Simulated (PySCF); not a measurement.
Isomers of C4H11BO, from PBE0-D3(BJ)/def2-SVP geometry optimisation, gas phase in PySCF. One conformer each, no zero-point energy, no frequencies.

**Question.** Which isomer lies lowest at this level?
A. `B(CC)(CC)O` (BEt2(OH)): A = 3416, B = 2888, C = 1797 MHz, dipole 1.43 D
B. `[BH3-:1][O+:2]1[CH2:3][CH2:4][CH2:5][CH2:6]1` with B1–O2–C3–C4 -162°, O2–C3–C4–C5 37°, C3–C4–C5–C6 -38°, C4–C5–C6–O2 25°: A = 6436, B = 3099, C = 2344 MHz, dipole 5.80 D
C. `[CH3:1][O:2][CH2:3][B:4]([CH3:5])[CH3:6]` with C1–O2–C3–B4 180°, O2–C3–B4–C5 -4°: A = 6645, B = 1827, C = 1486 MHz, dipole 1.03 D

**Answer.** A. That is BEt2(OH) (`CCB(O)CC`), 49.2 kcal/mol below the next.

| SMILES | mapped SMILES | E (Eh) | relative (kcal/mol) | relative (kJ/mol) | dipole (D) |
| --- | --- | --- | --- | --- | --- |
| CCB(O)CC | – | -258.69878 | 0.0 | 0.0 | 1.43 |
| COCB(C)C | [CH3:1][O:2][CH2:3][B:4]([CH3:5])[CH3:6] | -258.62038 | 49.2 | 205.8 | 1.03 |
| [BH3-][O+]1CCCC1 | [BH3-:1][O+:2]1[CH2:3][CH2:4][CH2:5][CH2:6]1 | -258.59861 | 62.9 | 263.0 | 5.80 |
